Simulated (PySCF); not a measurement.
A side-by-side comparison of computed properties.

First species: C6H14ClFSi.
Cartesian coordinates in Å at the GFN2-xTB level; atoms count from 1:
```xyz
23
C6H14ClFSi angstrom
C     -1.722   -0.812    0.897
C     -1.047   -0.644   -0.461
C     -2.002    0.040   -1.438
C      0.290    0.109   -0.343
F      0.763    0.287   -1.660
Si     0.197    1.884    0.418
C      1.333   -0.769    0.361
C      2.733   -0.187    0.265
Cl     3.903   -1.276    1.058
H     -2.675   -1.321    0.771
H     -1.114   -1.404    1.577
H     -1.909    0.158    1.353
H     -0.822   -1.640   -0.867
H     -2.851   -0.610   -1.638
H     -2.378    0.974   -1.028
H     -1.503    0.250   -2.380
H      1.268    2.663   -0.196
H     -1.090    2.515    0.139
H      0.376    1.759    1.866
H      1.337   -1.763   -0.096
H      1.057   -0.876    1.410
H      2.807    0.774    0.774
H      3.045   -0.085   -0.773
```

Second species: C4H12N2Si3.
SMILES: `C[SiH2]N([SiH3])[SiH2]/C=C\C#N`

Levels: PBE0/pcSseg-1 for dipole moment, HOMO energy, LUMO energy and HOMO–LUMO gap; GFN2-xTB for rotational constant A and rotational constant C. Geometries: GFN2-xTB. Each species is one conformer at its optimised geometry, gas phase, non-relativistic unless stated. Electronic properties by PySCF.

Dipoles, sizes and rotational constants follow the conformer. The torsions of the flexible species, by atom-mapped SMILES:
- `[CH3:1][CH:2]([CH3:3])[C@@:4]([F:5])([SiH3:6])[CH2:7][CH2:8][Cl:9]`: C1–C2–C4–F5 -176°, C2–C4–C7–C8 169°, C4–C7–C8–Cl9 -178°
- `[CH3:1][SiH2:2][N:3]([SiH3:4])[SiH2:5]/[CH:6]=[CH:7]\[C:8]#[N:9]`: C1–Si2–N3–Si4 178°, Si2–N3–Si5–C6 -171°, N3–Si5–C6–C7 -114°

Values for the first species:

```
Dipole moment         : 2.47 D
HOMO energy           : -8.34 eV
LUMO energy           : 0.51 eV
HOMO–LUMO gap         : 8.85 eV
Rotational constant A : 1.779 GHz
Rotational constant C : 0.545 GHz
```

(1) Estimate the same properties for the second species, and the change in each.

Answers

(1) 
| property | first | second | second less first |
| --- | --- | --- | --- |
| dipole moment | 2.47 D | 3.37 D | +0.90 D |
| HOMO energy | -8.34 eV | -7.50 eV | +0.84 eV |
| LUMO energy | 0.51 eV | -2.08 eV | -2.59 eV |
| HOMO–LUMO gap | 8.85 eV | 5.42 eV | -3.43 eV |
| rotational constant A | 1.779 GHz | 1.495 GHz | -0.284 GHz |
| rotational constant C | 0.545 GHz | 0.473 GHz | -0.072 GHz |

On the first: The dipole matches unit charges of opposite sign 0.51 Å apart (1 e·Å = 4.8032 D).

On the second: The dipole equals about 11.2 × 10⁻³⁰ C·m (1 D = 3.33564 × 10⁻³⁰ C·m). GFN2-xTB frequencies show an imaginary mode (22i cm⁻¹), so this geometry is no minimum at that level.
